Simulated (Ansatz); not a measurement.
Consider the cleavage of the Zn–Si bond: `O[SiH2][SiH2][ZnH]` + H–F → `[F][ZnH]` + `O[SiH2][SiH3]`.

Calculated with Ansatz (gas phase, PBE0-D4/def2-TZVP geometries, no zero-point term in ΔE). CBS: MP2 limit from def2 TZ/QZ plus the TZ coupled-cluster correction, frozen cores. This one scheme is used for every species. DFT in def2-TZVPP. For Zn outer-core shells are correlated without core-valence functions, which leaves a few kJ/mol of doubt a bond. Scalar relativity is left out up to krypton. Each species was taken in one conformer, which may not be the lowest.

| level | ΔE (eV) |
| --- | --- |
| PBE-D4 | -0.48 |
| ωB97M-V | -0.61 |
| r2SCAN | -0.63 |
| CAM-B3LYP | -0.76 |
| CCSD(T)/def2-SVP | -0.65 |
| SCS-MP2/def2-TZVPP | -0.69 |
| CCSD(T)/def2-TZVPP | -0.59 |
| SCS-MP2/def2-QZVPP | -0.71 |

Question: What does CCSD(T)/CBS give? (Estimate.)

Answer: Ansatz gave: -0.60 eV. The listed levels differ from it by 0.12, -0.01, -0.03, -0.16, -0.05, -0.09, 0.01, -0.11 eV.

Largest T1 diagnostic among the species: 0.018.

At CCSD(T), def2-SVP lies −0.05 eV from the extrapolated value and def2-TZVPP +0.01 eV. In def2-TZVPP, CCSD(T) changes the Hartree–Fock value by +0.24 eV (the triples alone add +0.04 eV) and MP2 by +0.23 eV.
